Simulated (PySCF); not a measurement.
C4H9NSi.
Atom-mapped SMILES: `[CH2:1]=[C:2]([CH3:3])/[CH:4]=[N:5]/[SiH3:6]` (hydrogens: H7, H8 on C1; H9, H10, H11 on C3; H12 on C4; H13, H14, H15 on Si6)

Vertical excitations from PySCF (density fitting, frozen core in the response, grid level 2 and gas phase unless stated; continuum runs use non-equilibrium linear response for the excitations) on a GFN2-xTB geometry. Reference run:

| settings | S1, eV (f) | S2, eV (f) | S3, eV (f) | S4, eV (f) | S5, eV (f) | S6, eV (f) | T1, eV (Tamm–Dancoff) | mean α (au) |
| --- | --- | --- | --- | --- | --- | --- | --- | --- |
| PBE0/def2-SVPD, fitting basis def2-universal-jkfit, start guess huckel, TDA, 6 singlets | 3.73 (0.000) | 6.01 (0.587) | 6.17 (0.296) | 6.84 (0.001) | 6.89 (0.001) | 6.94 (0.009) | 3.18 | 89.7 |

Task: What do these settings give: wB97X-D/6-311G**, TDA, 12 singlets?

Result: 
```json
{"settings": "wB97X-D/6-311G**, TDA, 12 singlets", "S1, eV (f)": "3.94 (0.000)", "S2, eV (f)": "6.30 (0.826)", "S3, eV (f)": "6.61 (0.083)", "S4, eV (f)": "7.34 (0.002)", "S5, eV (f)": "7.70 (0.001)", "S6, eV (f)": "7.76 (0.004)", "T1, eV (Tamm–Dancoff)": "3.42", "mean α (au)": "79.6"}
```

S1 moves by +0.21 eV; functional and basis change together, so the shift can't be laid on one. States are counted by energy in each run and needn't keep their character from row to row.

All basis functions are spherical, in the Pople sets too.

Task: Which orbital pairs make up S1 in each run, and how does it sit against the orbital gap?

Result: 
```csv
settings,S1 configurations (weight),S1 (eV),orbital gap (eV),S1 − gap (eV)
"PBE0/def2-SVPD, fitting basis def2-universal-jkfit, start guess huckel, TDA, 6 singlets",H→L 0.98,3.73,5.47,-1.74
"wB97X-D/6-311G**, TDA, 12 singlets",H→L 0.95,3.94,9.23,-5.29
```

Shape of the structure used: `[CH2:1]=[C:2]([CH3:3])/[CH:4]=[N:5]/[SiH3:6]`: C1–C2–C4–N5 180°.

One conformer stands for the species.
